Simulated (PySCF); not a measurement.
Phosphorus: a sound run and one with changed settings

Sound run: P⁺ [Ne] 3s2 3p2, P²⁺ [Ne] 3s2 3p1. Computed with PySCF 2.14 in aug-cc-pVDZ-DK (5s4p2d, 27 functions), with the spin-free X2C one-electron Hamiltonian (Gaussian nucleus). In the sound run the correlated levels freeze [Ne]. The sound run starts from symmetry-adapted Hartree-Fock orbitals and uses a fine grid where one is needed.

Changed run: the non-relativistic Hamiltonian (point nucleus). This setting is unsound on purpose.

```json
{"species": "P⁺", "method": "UHF", "sound run (hartree)": "-341.15940", "changed run (hartree)": "-340.16473", "converged": "yes"}
{"species": "P⁺", "method": "BP86", "sound run (hartree)": "-341.72787", "changed run (hartree)": "-340.73393", "converged": "yes"}
{"species": "P⁺", "method": "M06-L", "sound run (hartree)": "-341.67846", "changed run (hartree)": "-340.68430", "converged": "yes"}
{"species": "P⁺", "method": "MP2", "sound run (hartree)": "-341.20966", "changed run (hartree)": "-340.21502", "converged": "yes"}
{"species": "P⁺", "method": "CCSD(T)", "sound run (hartree)": "-341.23141", "changed run (hartree)": "-340.23688", "converged": "yes"}
{"species": "P²⁺", "method": "UHF", "sound run (hartree)": "-340.45529", "changed run (hartree)": "-339.46024", "converged": "yes"}
{"species": "P²⁺", "method": "BP86", "sound run (hartree)": "-340.99893", "changed run (hartree)": "-340.00449", "converged": "yes"}
{"species": "P²⁺", "method": "M06-L", "sound run (hartree)": "-340.95582", "changed run (hartree)": "-339.96104", "converged": "yes"}
{"species": "P²⁺", "method": "MP2", "sound run (hartree)": "-340.49386", "changed run (hartree)": "-339.49886", "converged": "yes"}
{"species": "P²⁺", "method": "CCSD(T)", "sound run (hartree)": "-340.51404", "changed run (hartree)": "-339.51917", "converged": "yes"}
```

Ionisation energy of P⁺:

```csv
method,sound run (eV),changed run (eV)
UHF,19.160,19.170
BP86,19.836,19.849
M06-L,19.664,19.681
MP2,19.478,19.488
SCS-MP2,19.399,19.409
CCSD,19.509,19.518
CCSD(T),19.521,19.530
```

Most of the change in total energy is the relativistic energy itself. On top of that the contraction fixes the core shape for the Hamiltonian it was made with, so the changed run is not a good calculation with the other Hamiltonian either.

For comparison, NIST gives 19.769 eV between the lowest levels.
